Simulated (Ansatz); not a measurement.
Geometry optimisation, RKS LDA/STO-3G (Ansatz 0.2.0).

The input (input.yaml):

```yaml
crystal:
  periodic: [false, false, false]
  atoms:
    - { symbol: C, position_ang: [1.2343, -2.2994, -0.0599] }
    - { symbol: "N", position_ang: [1.7516, -1.1689, 0.3003] }
    - { symbol: Si, position_ang: [0.7871, 0.2993, 0.6743] }
    - { symbol: "N", position_ang: [0.0366, 0.8855, -0.7922] }
    - { symbol: B, position_ang: [-1.5111, 0.3296, -0.7196] }
    - { symbol: C, position_ang: [-1.0681, 1.83, -0.4759] }
    - { symbol: H, position_ang: [1.8175, -3.1228, -0.2952] }
    - { symbol: H, position_ang: [0.144, -2.3086, -0.1702] }
    - { symbol: H, position_ang: [-0.118, 0.0184, 1.8239] }
    - { symbol: H, position_ang: [1.7446, 1.3493, 1.1671] }
    - { symbol: H, position_ang: [-2.3203, -0.5339, -0.6969] }
    - { symbol: H, position_ang: [-1.1158, 2.1731, 0.5964] }
    - { symbol: H, position_ang: [-1.3621, 2.5137, -1.3372] }
basis:
  gaussian: { orbitals: STO-3G }
hamiltonian:
  xc: lda
relax:
  f_tol: 0.02
  max_steps: 40
output:
  orbitals: {}
```

Command:

```bash
$ ansatz run input.yaml --threads 1 --pin off --max-ram 2048MiB --backend cpu --events-out ev --progress --plain --runs-dir out
```

Task: Where does it end, and by what steps?

Result: The run converged. The force dipped under the threshold on the way, but the program's further checks kept it going. Limits of this set-up: minimal basis. After 32 steps the energy has fallen by 2.407 eV; H13 moved furthest, 1.48 Å.

```json
{"step": "0", "energy less start (eV)": "0.0000", "largest force component (eV/Å)": "4.701", "accepted": "yes"}
{"step": "2", "energy less start (eV)": "-1.4496", "largest force component (eV/Å)": "2.036", "accepted": "yes"}
{"step": "4", "energy less start (eV)": "-2.0313", "largest force component (eV/Å)": "0.804", "accepted": "yes"}
{"step": "6", "energy less start (eV)": "-2.2103", "largest force component (eV/Å)": "1.124", "accepted": "yes"}
{"step": "8", "energy less start (eV)": "-2.3221", "largest force component (eV/Å)": "0.754", "accepted": "yes"}
{"step": "10", "energy less start (eV)": "-2.3548", "largest force component (eV/Å)": "0.385", "accepted": "yes"}
{"step": "12", "energy less start (eV)": "-2.3746", "largest force component (eV/Å)": "0.088", "accepted": "yes"}
{"step": "14", "energy less start (eV)": "-2.3795", "largest force component (eV/Å)": "0.174", "accepted": "yes"}
{"step": "16", "energy less start (eV)": "-2.3852", "largest force component (eV/Å)": "0.204", "accepted": "yes"}
{"step": "18", "energy less start (eV)": "-2.3920", "largest force component (eV/Å)": "0.094", "accepted": "yes"}
{"step": "20", "energy less start (eV)": "-2.3982", "largest force component (eV/Å)": "0.171", "accepted": "yes"}
{"step": "22", "energy less start (eV)": "-2.4028", "largest force component (eV/Å)": "0.201", "accepted": "yes"}
{"step": "24", "energy less start (eV)": "-2.4037", "largest force component (eV/Å)": "0.110", "accepted": "yes"}
{"step": "26", "energy less start (eV)": "-2.4060", "largest force component (eV/Å)": "0.041", "accepted": "yes"}
{"step": "28", "energy less start (eV)": "-2.4063", "largest force component (eV/Å)": "0.019", "accepted": "yes"}
{"step": "30", "energy less start (eV)": "-2.4067", "largest force component (eV/Å)": "0.044", "accepted": "yes"}
{"step": "32", "energy less start (eV)": "-2.4069", "largest force component (eV/Å)": "0.014", "accepted": "yes"}
```

```xyz
13
Properties=species:S:1:pos:R:3
C 1.128 -1.743 -0.471
N 1.750 -1.165 0.518
Si 0.859 0.231 1.256
N -0.603 0.577 0.349
B -1.735 0.165 -0.293
C -1.031 1.456 -0.795
H 1.604 -2.614 -0.970
H 0.129 -1.447 -0.885
H 0.501 -0.149 2.613
H 1.724 1.397 1.222
H -2.550 -0.669 -0.319
H -1.369 2.470 -0.516
H -0.387 1.456 -1.693
```

Run time: 83 s on 1 thread of Arm Neoverse V2, with other jobs on the host, peak memory 0.14 GiB.
